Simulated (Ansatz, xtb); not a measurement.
# Two structures of HKNP

Structure a is `P=[N][K]`, a singlet and structure b is a singlet given by its coordinates. Both are isolated molecules in the gas phase, relaxed with r2SCAN-D4/def2-TZVP.

a (Å):

```yaml
atoms:
  - { symbol: K, position_ang: [1.7475, 1.6321, -0.9068] }
  - { symbol: N, position_ang: [0.4634, -0.3339, -1.4686] }
  - { symbol: P, position_ang: [-0.1557, -1.7110, -1.7949] }
  - { symbol: H, position_ang: [-1.6119, -1.4940, -2.1159] }
```

b (Å):

```xyz
4

K     0.5489    1.3049   -1.2361
N     1.2184   -1.1177   -1.3897
P    -0.1562   -1.6752   -1.7906
H    -1.1677   -0.4187   -1.8698
```

Close contacts (Å): K1–N2 2.52, K1–P3 3.11, N2–P3 1.54, K1–H4 2.51, P3–H4 1.61.

Energies in hartree; the thermal terms are from r2SCAN-D4/def2-TZVP harmonic frequencies (ideal gas, rigid rotor, one conformer each, 298.15 K, 1 atm) and include the zero-point energy:

|  | a | b |
| --- | --- | --- |
| E, CCSD(T)/def2-TZVPP | −995.488898 | −995.493595 |
| zero-point energy | 0.009967 | 0.010019 |
| H(298 K) − E | 0.015843 | 0.015141 |
| G(298 K) − E | −0.018703 | −0.017503 |

Problem. Work out ΔE, ΔE₀, ΔH and ΔG for a → b in kJ/mol (1 Eh = 2625.50 kJ/mol) and the equilibrium ratio [b]/[a].

Solution. 1. ΔE = −995.493595 − (−995.488898) = −0.004697 Eh = −12.33 kJ/mol.
2. ΔE₀ = ΔE + ΔZPE = −0.004697 + (+0.000052) Eh = −12.20 kJ/mol.
3. ΔH = ΔE + (−0.000702) Eh = −14.18 kJ/mol.
4. ΔG = ΔE + (+0.001200) Eh = −9.18 kJ/mol, so ΔS = (ΔH − ΔG)/T = −16.7 J/(mol K).
5. kT = 0.9442 mEh, so K = [b]/[a] = exp(−ΔG/kT) = exp(+3.70) ≈ 41.

Structure b is favoured at this temperature. An error of 4 kJ/mol in ΔG would change K by a factor of 5. HF/def2-TZVPP found them nearly level. Mirror images and further conformers aren't counted.

Other levels gave ΔE = −15.7 (r2SCAN-D4/def2-TZVP); +0.6 (HF/def2-TZVPP); −9.2 (MP2/def2-TZVPP) kJ/mol. The correlated steps freeze 11 core orbitals; the last core shell of K is correlated, in a basis made for valence electrons. Programs: Ansatz 0.2.0.
